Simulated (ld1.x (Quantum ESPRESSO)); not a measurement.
The numbers below are computed, except where a source is named.
**Potentials for boron compared**

Generated with ld1.x 7.5 (TM, RRKJ, ultrasoft, PAW), atompaw 4.2 or ONCVPSP 4.0.1. The cutoff is in Ry: for ld1.x and atompaw files where the sum of valence levels is converged to 10 mRy in a Bessel basis, for ONCV files where the hardest occupied wave has 1 mHa per electron of residual kinetic energy. The error is the largest all-electron minus pseudo excitation energy over each file’s own four to seven test configurations (ionisations up to +4, promotions, holes and added fractions of an electron), all of which were solved. The labels leave out finer settings (local radius, basis sizes, second energies), which also bear on the numbers. Spin-polarised tests are not counted. The rows are a selection from randomly drawn settings: files with unsolved tests, undetermined cutoffs or missed reference levels are left out.

```tsv
potential	cutoff (Ry)	largest error (meV)	bound ghosts
ultrasoft, PBE, scalar-relativistic, rc 1.95/2.70 (sp), local smoothed, core correction yes, reference 2s2 2p1	8	+119	none
TM, Wu–Cohen, scalar-relativistic, rc 1.40/1.75/1.85 (spd), local smoothed, core correction yes, reference 2s2 2p0.5	25	+44	none
RRKJ, PW91, non-relativistic, rc 1.70/2.05/1.90 (spd), local d, core correction yes, reference 2s2 2p1	25	+105	none
TM, LDA (PZ), scalar-relativistic, rc 1.50/2.00 (sp), local smoothed, core correction no, reference 2s2 2p0	21	+88	none
ultrasoft, PBE, non-relativistic, rc 1.35/3.40 (sp), local smoothed, core correction yes, reference 2s2 2p1	12	+48	none
ultrasoft, PBE, non-relativistic, rc 1.85/2.60/2.60 (spd), local smoothed, core correction yes, reference 2s2 2p1	8	+45	none
```

Question: Fill in the row for B: ultrasoft, PBEsol, scalar-relativistic, rc 1.45/2.80 (sp), local smoothed, core correction no, reference 2s2 2p1.

Answer: cutoff 8 Ry, largest error -51 meV, bound ghosts: none.

Question: Fill in the row for B: ultrasoft, LDA (PZ), non-relativistic, rc 1.12/2.05 (sp), local smoothed, core correction yes, reference 2s2 2p1.

Answer: cutoff 21 Ry, largest error +21 meV, bound ghosts: none.
